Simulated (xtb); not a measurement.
C₃H₃, SMILES [C]#CC (connectivity only; charge and spin as stated), charge +1, multiplicity 1. All values are semi-empirical tight-binding results from xtb (GFN2-xTB unless named), good for trends rather than for accurate numbers. Geometry optimised at GFN2-xTB. The multiplicity is an assumed one; other spin states were not compared. The isomer is the one that the SMILES or the coordinates give; other isomers of the formula were not compared.

Optimised geometry:

```xyz
6

C      0.1322     1.4645     0.0000
C     -0.2362     0.3220     0.0000
C      0.0479    -1.0729     0.0000
H     -0.3856    -1.4551    -0.9386
H      1.1075    -1.3719     0.0000
H     -0.3856    -1.4551     0.9386
```
Charge +1, spin multiplicity 1.

* **point group as xtb finds it**: Cs
* **orbital gap**: 0.85 eV
* **zero-point energy**: 24.9 kcal/mol
* **G − E(el) at 298.15 K (modified RRHO)**: 9.4 kcal/mol
* **static polarisability (D4 model)**: 28.9 bohr³
* **solvation energy, GFN2-xTB/ALPB(water)**: -70.0 kcal/mol
* **solvation energy, GFN2-xTB/ALPB(benzene)**: -51.2 kcal/mol

Computed IR lines (harmonic; lines under 4 % of the strongest left out, lines within 3 cm⁻¹ merged):
ν (cm⁻¹): 105 (w), 318 (w), 772 (s), 849 (m), 1132 (vs), 1234 (w), 1276 (m), 2108 (s), 2836 (m), 2883 (vs) (against the strongest line: vs over 80 %, s over 45 %, m over 15 %, w over 4 %, vw less)

Computed atomic charges and the Wiberg bond orders between heavy atoms:
charges (e) C1 0.22, C2 0.14, C3 -0.09, H4 0.24, H5 0.24, H6 0.24. Bond orders C1–C2 2.79, C1–C3 0.34, C2–C3 1.06.
